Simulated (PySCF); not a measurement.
**Electron correlation in Ne (neon, neutral)**

[Ne], closed-shell 1S. All numbers are calculated (PySCF 2.14, the spin-free X2C one-electron Hamiltonian (Gaussian nucleus), in Sapporo-DZP-2012 (4s3p1d, 18 functions)). Frozen: 1s2; 8 electrons correlated.

MP2 pair energies summed by pair of shells (mhartree):

| pair | energy | share (%) |
| --- | --- | --- |
| 2p-2p | -153.53 | 75.6 |
| 2s-2p | -41.70 | 20.5 |
| 2s-2s | -7.74 | 3.8 |

Total MP2 correlation energy: -202.97 mhartree.

Same-spin part -57.68 and opposite-spin part -145.28 mhartree; SCS-MP2 scales them by 1/3 and 6/5 to -193.57 mhartree.

| level | correlation energy (mhartree) |
| --- | --- |
| CCSD | -205.55 |
| (T) | -1.13 |
| CCSD(T) | -206.68 |

Diagnostics: T1 = 0.0028, D1 = 0.0044, largest double amplitude 0.042.

Cost of the coupled-cluster step: 0.1 s of wall time on 1 thread of Neoverse-N1 (shared host), for 8 correlated electrons.

Iterations:

```
CC2 = 0
CCSD nocc = 4, nmo = 17
frozen orbitals [0]
max_cycle = 100
direct = 0
conv_tol = 1e-08
conv_tol_normt = 1e-06
diis_space = 8
diis_start_cycle = 0
Init t2, MP2 energy = -128.811744010595  E_corr(MP2) -0.202965517526068
Init E_corr(CCSD) = -0.202965517528538
cycle = 1  E_corr(CCSD) = -0.203818407576742  dE = -0.000852890048  norm(t1,t2) = 0.0118357
cycle = 2  E_corr(CCSD) = -0.205267233163258  dE = -0.00144882559  norm(t1,t2) = 0.00288411
cycle = 3  E_corr(CCSD) = -0.205497611863267  dE = -0.0002303787  norm(t1,t2) = 0.000769989
cycle = 4  E_corr(CCSD) = -0.205552856514307  dE = -5.5244651e-05  norm(t1,t2) = 0.000139937
cycle = 5  E_corr(CCSD) = -0.205550760591143  dE = 2.09592316e-06  norm(t1,t2) = 1.31562e-05
cycle = 6  E_corr(CCSD) = -0.205550649350664  dE = 1.11240479e-07  norm(t1,t2) = 8.98168e-07
cycle = 7  E_corr(CCSD) = -0.205550692757895  dE = -4.34072312e-08  norm(t1,t2) = 8.90516e-08
cycle = 8  E_corr(CCSD) = -0.20555069111308  dE = 1.64481467e-09  norm(t1,t2) = 7.93518e-09
CCSD converged
E(CCSD) = -128.8143291841822  E_corr = -0.20555069111308
CCSD(T) correction = -0.00113434082923955
```
